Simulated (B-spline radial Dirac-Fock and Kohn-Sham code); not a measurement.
Ce⁷⁺: non-radiative channels of the M3 vacancy

System: the Ce⁷⁺ ion, 1s2 2s2 2p6 3s2 3p6 3d10 4s2 4p6 4d10 5s2 5p3.

Level of theory: independent-particle radiative and Coulomb Auger rates from relativistic LDA hole-state orbitals, with Dirac-Fock energies; a radial finite-basis atomic code. Kinetic energies are configuration averages from the vacuum level; the two-hole energies are estimated from single-hole states.

```
transition  kinetic energy (eV)  width (meV)  share (%)
   M3-M4N4                35.13         95.0        4.1
   M3-M4N5                37.92         72.2        3.1
   M3-M5N4                52.68          383       16.4
   M3-M5N5                56.86          620       26.5
   M3-M4O1                136.2         29.8        1.3
   M3-M5O1                154.5          174        7.4
   M3-M4O3                160.4         53.9        2.3
   M3-M5O2                174.7         79.1        3.4
   M3-M5O3                178.8          140        6.0
   M3-N1N3                540.8         58.6        2.5
   M3-N2N3                    –         68.2        2.9
   M3-N3N3                621.6         99.6        4.3
   M3-N3N4                729.1          138        5.9
   M3-N3N5                734.0          186        8.0
   M3-N4N5                839.4         15.8        0.7
   M3-N3O3                850.9         18.0        0.8
```

A dash stands for an energy that rests on an unreliable hole state.

Coster-Kronig rates are the weakest part of this model and often come out 1.5 to 2.5 times too large. The listed channels hold 95 % of the non-radiative rate. Summed by principal shells, of 2.34 eV in all: MMN 50.0 %, MNN 25.8 %, MMO 20.9 %, MNO 3.2 %.

Values without a named source are computed, but for edge energies of neutral atoms, which are taken from tables.
